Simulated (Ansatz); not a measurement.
Correlation energies of C2H5F3Si, SMILES `CC[Si](F)(F)F` by basis set

```xyz
11

C     0.228   -1.409    0.077
C     0.341   -0.053   -0.621
Si   -0.423    1.326    0.318
F    -1.965    1.084    0.563
F    -0.282    2.706   -0.438
F     0.243    1.504    1.740
H     0.696   -2.194   -0.520
H    -0.815   -1.690    0.236
H     0.720   -1.397    1.052
H     1.390    0.207   -0.799
H    -0.133   -0.084   -1.609
```

Total charge 0; spin multiplicity 1. The structure was optimised at the PBE0-D4/def2-TZVP level. It is one conformer, not always the lowest. Frozen core, restricted reference, Ansatz. CBS rows extrapolate triple and quadruple zeta; past MP2 they add the triple-zeta difference.

```tsv
basis	HF (Eh)	MP2 corr.
def2-SVP	-665.71752	-0.93051
def2-TZVPP	-666.31421	-1.21036
def2-QZVPP	-666.34219	-1.31553
```

Q: Estimate the CCSD correlation energy and the (T) correction in each basis where they were run (hartree).

A: 
```
     basis  CCSD corr.       (T)
  def2-SVP    -0.96831  -0.01863
def2-TZVPP    -1.23852  -0.03874
 CBS(def2)    -1.42160     as TZ
```
